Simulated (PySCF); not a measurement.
C₃H₇ClOSi.
SMILES with atom numbers: `[SiH3:1][O:2]/[CH:3]=[CH:4]\[CH2:5][Cl:6]` (hydrogens: H7, H8, H9 on Si1; H10 on C3; H11 on C4; H12, H13 on C5)

All values: PBE0/pcSseg-1 and B3LYP/def2-SVPD (PySCF, non-relativistic), on one gas-phase PBE0-D3(BJ)/def2-SVP geometry that isn't relaxed in the solvent. The solvent is an IEF-PCM continuum (van der Waals radii × 1.2). The model holds no explicit solvent molecules, cavitation or dispersion.

Gas phase at PBE0/pcSseg-1: HOMO -7.04 eV, LUMO -0.22 eV, dipole 3.07 D.

Question: What does the continuum do to the energy, the frontier levels and the dipole at PBE0/pcSseg-1 in cyclohexane and dichloromethane?

Answer: 
| solvent | ε | E(solvent) − E(gas) (kcal/mol) | polarisation term (kcal/mol) | distortion of the solute (kcal/mol) | HOMO (eV) | LUMO (eV) | dipole (D) |
| --- | --- | --- | --- | --- | --- | --- | --- |
| cyclohexane | 2.017 | -1.71 | -1.81 | 0.10 | -6.99 | -0.18 | 3.39 |
| dichloromethane | 8.93 | -3.67 | -4.12 | 0.45 | -6.98 | -0.17 | 3.73 |

The polarisation term is half the interaction of the solute with the surface charges that it induces; the rest is the cost of distorting the solute's density. The sum is the electrostatic part of solvation alone. From cyclohexane to dichloromethane the lowering changes by a factor 2.15, Onsager's factor (ε − 1)/(2ε + 1) by 2.08 and ε itself by 4.4.

Question: Which radius a makes the point-dipole formula ΔE = −[(ε − 1)/(2ε + 1)]·μ²/a³ give the value in dichloromethane, with the gas-phase dipole?

Answer: μ = 1.209 au and |ΔE| = 0.00585 Eh give a = 2.50 Å; the farthest nucleus lies 3.38 Å from the centroid of the nuclei, so such a sphere wouldn't even hold the nuclei. The formula assumes a rigid point dipole at the centre of a sphere.

Question: Which ESP-fitted charges (PBE0/pcSseg-1) respond most in cyclohexane (means over atoms taken as equivalent)?

Answer: 
```tsv
atoms	environment	gas (e)	solvent (e)	change
C5	sp3 C–Cl carbon	-0.075	-0.050	+0.025
Cl6	alkyl chlorine	-0.184	-0.207	-0.023
C4	alkene CH carbon	-0.220	-0.240	-0.020
O2	silyl ether oxygen	-0.231	-0.241	-0.010
H10	vinylic hydrogen	+0.146	+0.155	+0.009
Si1	oxygen-bound silicon	+0.561	+0.569	+0.008
C3	vinylic carbon bearing oxygen	-0.087	-0.081	+0.006
H11	vinylic hydrogen	+0.154	+0.160	+0.006
```

Question: Which Mayer bond orders change most in cyclohexane?

Answer: 
```csv
bond,length (Å),gas,solvent,change
C5–Cl6,1.806,0.961,0.944,-0.017
Si1–O2,1.681,0.872,0.865,-0.007
C3–C4,1.338,1.850,1.848,-0.002
Si1–H7,1.492,0.920,0.922,+0.002
O2–C3,1.350,0.992,0.993,+0.001
Si1–H8,1.494,0.921,0.922,+0.001
C3–H10,1.099,0.939,0.938,-0.001
C5–H12,1.099,0.936,0.935,-0.001
```

Question: How do the nuclear quadrupole coupling constants eQVzz/h respond in cyclohexane?

Answer: 
```
    nucleus  Q (barn)  gas (MHz)  solvent (MHz)  η gas  η solvent
  17O at O2   -0.0256      -9.60          -9.58   0.30       0.30
35Cl at Cl6   -0.0817     -76.16         -74.31   0.03       0.03
```

Gas phase at B3LYP/def2-SVPD: HOMO -6.86 eV, LUMO -0.64 eV, dipole 2.93 D.

Question: What does the continuum do to the energy, the frontier levels and the dipole at B3LYP/def2-SVPD in cyclohexane?

Answer: 
```
    solvent      ε  E(solvent) − E(gas) (kcal/mol)  polarisation term (kcal/mol)  distortion of the solute (kcal/mol)  HOMO (eV)  LUMO (eV)  dipole (D)
cyclohexane  2.017                           -1.57                         -1.67                                 0.10      -6.80      -0.59        3.26
```

Question: How does the static polarisability (B3LYP/def2-SVPD, frozen core, with the continuum's full static response) change?

Answer: 
```
     medium  isotropic (au)  principal values (au)  ⟨r²⟩ of the electrons (bohr²)
        gas            86.7      69.8, 76.7, 113.5                         1416.2
cyclohexane            96.6      78.3, 85.8, 125.6                         1416.3
```

The isotropic value in cyclohexane is 1.11 times the gas-phase one; no cavity-field correction is applied. ⟨r²⟩ is taken about the centre of nuclear charge.

The values belong to the conformer `[SiH3:1][O:2]/[CH:3]=[CH:4]\[CH2:5][Cl:6]`: Si1–O2–C3–C4 159°, C3–C4–C5–Cl6 -115°.
